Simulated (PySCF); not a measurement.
3-fluoropenta-1,2,4-triene (C5H5F), SMILES C=C=C(F)C=C.

The structure is a stationary point at PBE0-D3(BJ)/def2-SVP. One conformer was computed; it need not be the lowest.

Level of theory: PBE/def2-TZVP (PySCF).

Symmetry labels are those of the subgroup Cs that the program uses (full group Cs).

### Question
List the valence orbital energies around the gap with their symmetry. (An estimate is asked for; the answer gives what the named calculation found.)

### Answer

```
orbital  symmetry  energy (eV)
-------  --------  -----------
HOMO−7         A"       -11.47
HOMO−6         A"       -10.86
HOMO−5         A'       -10.62
HOMO−4         A'        -9.44
HOMO−3         A'        -8.77
HOMO−2         A"        -7.63
HOMO−1         A'        -7.25
HOMO           A"        -5.71
LUMO           A"        -1.85
LUMO+1         A'        -1.61
LUMO+2         A"         0.79
LUMO+3         A'         0.96
```
